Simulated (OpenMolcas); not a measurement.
Ag3+ among 4 point charges of -2 e arranged as a square (D4h), 1.97 Å from the ion.
```
   1.9700    0.0000    0.0000  -2.00
   0.0000    1.9700    0.0000  -2.00
  -1.9700    0.0000    0.0000  -2.00
   0.0000   -1.9700    0.0000  -2.00
```

```json
{"Program": "OpenMolcas 26.06", "Method": "SS-CASPT2, IPEA 0.25 Eh, imaginary shift 0.1 Eh (closed shells correlated: 4s 4p)", "Basis": "ANO-RCC-VDZP [6s5p3d1f]", "Scalar Hamiltonian": "DKH2, point nucleus", "Active space": "8 electrons in 5 orbitals (4d)", "State averaging": "2S+1 = 3 even, 10 roots; 2S+1 = 1 even, 15 roots", "Spin-orbit coupling": "RASSI with atomic mean-field integrals over the reference wave functions"}
```

What is the spin-free ground state (labels of D4, the rotations of D4h)?

3A2, 1-fold in its orbital part, 56 % from free-ion P terms; it has the highest spin that d8 allows.

Where is the first state of the same spin?

3E at 3720 cm-1 above the ground state.

What are the lowest two levels with spin-orbit coupling?

A 1-fold level A1, then a 2-fold level E 1270 cm-1 above it. Their leading multiplicities are 3 (87 %) and 3 (99 %).

What is χT at 300 K?

0.53 cm3 K/mol.

This shell can be high or low spin here, a state of another spin lies low, and with metal d orbitals alone active their balance is uncertain, so the ground spin may be wrong. Point charges give a weaker field than real ligands, and real ions of this kind are as a rule low spin; the high spin found here belongs to the model. Free-ion shares, where given, are those of the reference states; single-state CASPT2 does not remix them. This is an electrostatic model: the charges have no orbitals. No measured value stands beside these numbers.
